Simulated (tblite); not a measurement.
Compound: C6H7NO.
Atom-mapped SMILES: `[CH2:1]=[C:2]([CH3:3])[c:4]1[cH:5][cH:6][o:7][n:8]1` (hydrogens: H9, H10 on C1; H11, H12, H13 on C3; H14 on C5; H15 on C6)

Structure used (GFN2-xTB), in Å, numbered top down from 1:
```
atom  x, y, z in Å
C1    -1.212    1.525    0.200
C2    -0.900    0.249   -0.008
C3    -1.924   -0.810   -0.269
C4     0.483   -0.207    0.006
C5     1.676    0.545    0.224
C6     2.662   -0.385    0.125
O7     2.131   -1.585   -0.129
N8     0.789   -1.467   -0.201
H9    -0.470    2.281    0.387
H10   -2.236    1.857    0.190
H11   -2.926   -0.390   -0.264
H12   -1.852   -1.587    0.489
H13   -1.732   -1.279   -1.231
H14    1.777    1.590    0.421
H15    3.729   -0.329    0.210
```

Level: GFN2-xTB in tblite, geometry and Hessian alike; calculated harmonic values, unscaled, isolated species. Errors from tens to a few hundred cm⁻¹ against measured bands are possible. One conformer, not necessarily the lowest.

**Question.** How many normal modes are there?

**Answer.** 15 atoms, non-linear: 3N − 6 = 39.

**Question.** What is the point group of the computed structure, and how do the modes divide by symmetry?

**Answer.** Cs. The vibrations span 26 a′ + 13 a″.

**Question.** How many distinct wavenumbers does the calculation give?

**Answer.** 39: Cs has no degenerate species.

**Question.** How many fundamentals are allowed in the infrared by symmetry?

**Answer.** 39 of 39: in Cs every mode is allowed. All fundamentals are allowed in the Raman spectrum.

**Question.** Which of the modes above 1550 cm⁻¹ are stretches that can be named?

**Answer.** C=C 1691; sp3 C–H 3027, 3042, 3052; =C–H 3115, 3139; aromatic C–H 3172, 3205 cm⁻¹.

**Question.** Zero-point energy?

**Answer.** ½Σν̃ = 25504 cm⁻¹ = 72.9 kcal/mol (39 modes); those above 1550 cm⁻¹ give 33.5 kcal/mol of it.

**Question.** Treat the C=C stretch at 1691 cm⁻¹ as a diatomic oscillator. What force constant follows?

**Answer.** With μ = 6.000 u, k = μ(2πcν̃)² = 1011 N/m; the bond's atoms carry 92 % of the mode, and this is an estimate.

**Question.** Convert 3114.6 cm⁻¹, one of the modes, to μm, THz, fs a period, meV and kJ/mol.

**Answer.** 3.211 μm, 93.37 THz, 10.7 fs, 386.2 meV or 37.26 kJ/mol.
